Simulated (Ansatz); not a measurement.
`S[SiH](Cl)Cl` + CH₃OH → `CO[SiH](S)Cl` + HCl at 400 K and 1 bar (ligand exchange at the Si–Cl bond).

Computed with Ansatz on PBE0-D4/def2-TZVP structures; ΔE is electronic, products minus reactants. CBS: MP2 limit from def2 TZ/QZ plus the TZ coupled-cluster correction, frozen cores. This one scheme is used for every species. Each species was taken in one conformer, which may not be the lowest.

```
       species  CCSD(T)/CBS energy (Eh)  H − E (kJ/mol)  S (J/(mol·K))
`S[SiH](Cl)Cl`              -1607.74509            85.7          363.7
         CH₃OH               -115.61712           151.2          252.6
`CO[SiH](S)Cl`              -1262.98502           201.3          408.9
           HCl               -460.38127            29.6          195.4
```

H − E and S are ideal-gas, rigid-rotor, harmonic terms from PBE0-D4/def2-TZVP, for one conformer and one mirror image of each species. 1 Eh = 2625.50 kJ/mol, R = 8.31446 J/(mol·K).

Problem. By hand: ΔE, ΔH, ΔS and ΔG.

Solution. ΔE = (-1262.98502) + (-460.38127) − (-1607.74509) − (-115.61712) = -0.00408 Eh = -10.7 kJ/mol. Δ(H − E) = 201.3 + 29.6 − 85.7 − 151.2 = -6.0, so ΔH = -16.7 kJ/mol. ΔS = 408.9 + 195.4 − 363.7 − 252.6 = -12.0 J/(mol·K). ΔG = -16.7 − 400 × (-12.0)/1000 = -11.9 kJ/mol.

Problem. By hand: the equilibrium constant, and the temperature at which ΔG would vanish if ΔH and ΔS stayed fixed.

Solution. log₁₀ K = −ΔG/(RT ln 10) = 1.6. ΔG = 0 at ΔH/ΔS = 1392 K, though so small a ΔS makes that figure unsure.

The number of gas molecules stays the same, so ΔS is small and ΔH decides. A doubt of 5 kJ/mol in ΔE shifts log₁₀ K by 0.7 here. Other conformers and mirror images would add mixing entropy, several J/(mol·K) or more a flexible species. These are equilibria of isolated gas molecules and say nothing of rates. Largest T1 diagnostic: 0.011 (customary marks: 0.02 for closed shells, 0.045 for open ones).
